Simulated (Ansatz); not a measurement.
Geometry optimisation, RKS PBE-D4/6-31G* (Ansatz).

The input (input.yaml):

```yaml
crystal:
  periodic: [false, false, false]
  atoms:
    - { symbol: B, position_ang: [0.0, 0.0, 0.0] }
    - { symbol: Cl, position_ang: [0.0, 0.0, 2.21] }
    - { symbol: "N", position_ang: [1.3423, 0.0, -0.775] }
    - { symbol: H, position_ang: [1.8089, -0.9179, -1.0268] }
    - { symbol: H, position_ang: [1.7937, 0.9179, -1.0532] }
    - { symbol: "N", position_ang: [-1.3423, 0.0, -0.775] }
    - { symbol: H, position_ang: [-2.0112, -0.8164, -0.6764] }
    - { symbol: H, position_ang: [-1.5914, 0.8164, -1.4036] }
    - { symbol: H, position_ang: [-0.1864, 1.4017, 0.4698] }
    - { symbol: H, position_ang: [-0.166, 1.2482, 1.3665] }
basis:
  gaussian: { orbitals: "6-31G*" }
hamiltonian:
  xc: pbe
  dispersion: d4
relax:
  f_tol: 0.15
  max_steps: 25
  restrain:
    - { distance: [0, 8], at: 2.39, k: 30.0 }
    - { distance: [9, 1], at: 2.57, k: 30.0 }
    - { distance: [0, 1], at: 1.86, k: 30.0 }
    - { distance: [9, 8], at: 0.66, k: 30.0 }
```

Command:

```bash
$ ansatz run input.yaml --threads 1 --pin off --max-ram 2048MiB --backend cpu --events-out ev --progress --plain --runs-dir out
```

Q: Where does it end, and by what steps?

A: The run converged. The restraints hold the end off the free minimum. After 14 steps the energy has fallen by 4.362 eV (the restraints' own energy left out); H4 moved furthest, 1.13 Å. Parted: Cl2–H10 (1.52 → 2.58 Å).

| step | energy less start (eV) | largest force component (eV/Å) | accepted |
| --- | --- | --- | --- |
| 0 | 0.0000 | 3.395 | yes |
| 1 | -0.6232 | 2.532 | yes |
| 2 | -1.0246 | 4.129 | yes |
| 3 | -1.8235 | 2.936 | yes |
| 4 | -2.7941 | 1.714 | yes |
| 5 | -3.3861 | 1.100 | yes |
| 6 | -3.6449 | 1.197 | yes |
| 7 | -3.8245 | 1.244 | yes |
| 8 | -3.9382 | 1.505 | yes |
| 9 | -4.0940 | 1.310 | yes |
| 10 | -4.2063 | 1.259 | yes |
| 11 | -4.2986 | 1.392 | yes |
| 12 | -4.3425 | 1.423 | yes |
| 13 | -4.3472 | 1.444 | yes |
| 14 | -4.3619 | 1.457 | yes |

```xyz
10
Properties=species:S:1:pos:R:3
B -0.024 -0.247 -0.147
Cl -0.026 -0.876 1.584
N 1.235 -0.019 -0.749
H 2.103 -0.154 -0.241
H 1.352 0.338 -1.693
N -1.281 -0.064 -0.769
H -2.151 -0.246 -0.281
H -1.397 0.273 -1.721
H -0.090 1.940 0.841
H -0.073 1.704 1.513
```

Run time: 39 s on 1 thread of Arm Neoverse V1, with other jobs on the host, peak memory 0.12 GiB.
